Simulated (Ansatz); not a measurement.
Calculated with Ansatz (gas phase, PBE0-D4/def2-TZVP geometries, no zero-point term in ΔE). CCSD(T)/CBS is the MP2 limit (def2-TZVPP, def2-QZVPP) plus CCSD(T) − MP2 in def2-TZVPP, frozen cores. DFT in def2-TZVPP. B3LYP here is the variant with VWN-RPA as its local correlation; programs differ in this. HSE06 is defined as in plane-wave codes. def2 core potentials past Kr. For I, Sb outer-core shells are correlated without core-valence functions, which leaves a few kJ/mol of doubt a bond.

`[BH2][SbH][CH3]` + `CI` → `BI` + `[CH3][SbH][CH3]`  (formal exchange of groups at a B–Sb bond)

`[BH2][SbH][CH3]`:

Z-matrix (Å, degrees):
```
C
Sb 1 2.161
H 1 1.088 2 111.2
H 1 1.089 2 109.0 3 -121.4
H 1 1.090 2 107.8 3 120.2
B 2 2.197 1 99.9 3 -55.0
H 2 1.704 1 97.7 3 42.7
H 6 1.194 2 120.0 1 147.2
H 6 1.195 2 120.1 1 -40.8
```

`CI`:

Cartesian coordinates in Å:
```
C 0.192 0.084 0.089
I -1.602 -0.706 -0.741
H 1.015 -0.232 -0.544
H 0.100 1.166 0.102
H 0.295 -0.313 1.094
```

`BI`:

Z-matrix (Å, degrees):
```
B
I 1 2.099
H 1 1.188 2 117.7
H 1 1.188 2 117.7 3 -180.0
```

`[CH3][SbH][CH3]`:

Cartesian coordinates in Å:
```
C -1.089 1.087 -0.469
Sb 0.521 -0.158 -1.188
C 0.712 -1.294 0.638
H -2.007 0.498 -0.450
H -1.229 1.931 -1.145
H -0.872 1.455 0.533
H 1.740 0.967 -0.750
H -0.125 -1.990 0.707
H 1.641 -1.863 0.620
H 0.707 -0.632 1.504
```

Problem. Is it downhill or uphill in electronic energy at CCSD(T)/CBS, and by how much? (Estimate.)

Solution. The calculation gave: Downhill: ΔE = -91.8 kJ/mol.

Problem. What do these levels give: BLYP-D4, B97M-V, PBE0-D4, B3LYP-D4, r2SCAN0-D4, ωB97X-V, ωB97M-V, r2SCANh, HSE06, CCSD(T)/def2-TZVPP, SCS-MP2/def2-QZVPP, MP2/CBS(def2)? (Best estimate.)

Solution. Ansatz gave: BLYP-D4 -89.0, B97M-V -91.9, PBE0-D4 -89.4, B3LYP-D4 -89.7, r2SCAN0-D4 -92.4, ωB97X-V -89.9, ωB97M-V -91.8, r2SCANh -92.1, HSE06 -88.7, CCSD(T)/def2-TZVPP -92.7, SCS-MP2/def2-QZVPP -94.6, MP2/CBS(def2) -97.2 kJ/mol.

Largest T1 diagnostic among the species: 0.015.

In def2-TZVPP, CCSD(T) changes the Hartree–Fock value by −4.5 kJ/mol (the triples alone add −1.0 kJ/mol) and MP2 by −10.0 kJ/mol. At CCSD(T), def2-SVP lies −3.2 kJ/mol from the extrapolated value and def2-TZVPP −1.0 kJ/mol. Leaving LDA and LC-ωPBE aside and taking each functional with its dispersion term where it has one, the values, not all of them listed here, spread over 4.4 kJ/mol, from PBE-QIDH to PBE-D4.
